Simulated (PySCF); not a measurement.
Worked example: oscillator strength and radiative lifetime

C2H5BeBr, SMILES C[CH2][Be][Br].

Geometry optimised at B3LYP-D3(BJ)/def2-SVP. The structure was generated by enumeration; whether it is a known compound was not checked. One conformer was computed; it need not be the lowest.

PySCF with TDDFT-PBE/def2-SVPD puts the first singlet state with f over 0.02 at 6.33 eV (vertical), with the transition dipole (-0.046, 0.546, 0.000) in atomic units.

**Question.** Find the oscillator strength, the wavelength and the radiative lifetime that this transition would have in vacuum if emission retraced absorption.

**Answer.** 
|μ|² = 0.3002 au, so |μ| = 1.39 D. ΔE = 6.33/27.211 = 0.2326 hartree. f = (2/3) ΔE |μ|² = 0.047 (the program prints 0.047).
λ = 1239.84/6.33 = 196 nm; ν = 51055 cm⁻¹.
Einstein's coefficient A = 0.6670 ν² f s⁻¹ (ν in cm⁻¹) = 8.1e7 s⁻¹, so τ = 1/A = 12 ns. This state is S3; the lower singlets have f = 0.015, 0.011. The figure is the radiative limit of this one transition; relaxation, internal conversion, crossing to triplets and a medium change what is measured.
